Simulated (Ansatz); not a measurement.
```yaml
crystal:
  periodic: [false, false, false]
  atoms:
    - {symbol: Al, position_ang: [-0.775951, 0.977937, -0.382762]}
    - {symbol: Al, position_ang: [-1.487466, -1.321596, 0.586525]}
    - {symbol: Al, position_ang: [0.924547, -0.883311, -0.264430]}
    - {symbol: Al, position_ang: [0.437494, 0.528564, 2.026095]}
    - {symbol: F, position_ang: [-1.430505, 2.408695, -1.113530]}
    - {symbol: F, position_ang: [2.331871, -1.710289, -0.851889]}
basis:
  gaussian: {orbitals: "6-31G*"}
hamiltonian: {xc: {name: SPW92}}
scf: {lower_state_search: off}
output: {forces: true}
```

```sh
$ ansatz run in.yaml --threads 4 --pin off --events-out ev --progress --plain --max-ram 4787MiB
```

Shortened log:

```
Functional definition: SPW92
1056 factors; their error is unknown
mean field evaluation 1: about -31668.8696 eV, gradient 5.0e1 eV
mean field evaluation 2: about -31568.0794 eV, gradient 2.3e2 eV
mean field evaluation 4: about -31672.8870 eV, gradient 1.9e1 eV
mean field evaluation 8: about -31674.3589 eV, gradient 1.4e0 eV
mean field evaluation 16: about -31674.3440 eV, gradient 9.2e-4 eV
mean field -31674.34395976 eV, -1164.0106708797 hartree, gradient 1.8e-6 eV, S^2 0.000000; 0 other end points of the search recorded, 0 dependent functions left out
reference -31674.34400492 eV, -1164.0106725392 hartree; 35, 35 occupied and 71, 71 virtual orbitals, 1056 factors
Total energy: -31674.34400492 eV, -1164.0106725392 hartree
Atom 0 at    -0.775951     0.977937    -0.382762 Å, force    -1.260442     1.608929    -0.483922 eV/Å
Atom 1 at    -1.487466    -1.321596     0.586525 Å, force     0.760485     0.692430    -0.034396 eV/Å
Atom 2 at     0.924547    -0.883311    -0.264430 Å, force     1.512666    -1.427915    -0.291073 eV/Å
Atom 3 at     0.437494     0.528564     2.026095 Å, force    -0.330482    -0.334048    -0.503774 eV/Å
Atom 4 at    -1.430505     2.408695    -1.113530 Å, force     0.740709    -1.454343     0.731716 eV/Å
Atom 5 at     2.331871    -1.710289    -0.851889 Å, force    -1.422935     0.914948     0.581448 eV/Å
Dipole moment:    -0.287297    -0.231800     0.481994 e Å
Checks for a lower state left out: stability, starts, cluster_reference, orbital_swaps, neighbouring_geometries, increment
```

It took 1 s on 4 threads of Arm Neoverse N1 on a shared host.

The 6-31G sets use Cartesian d functions.
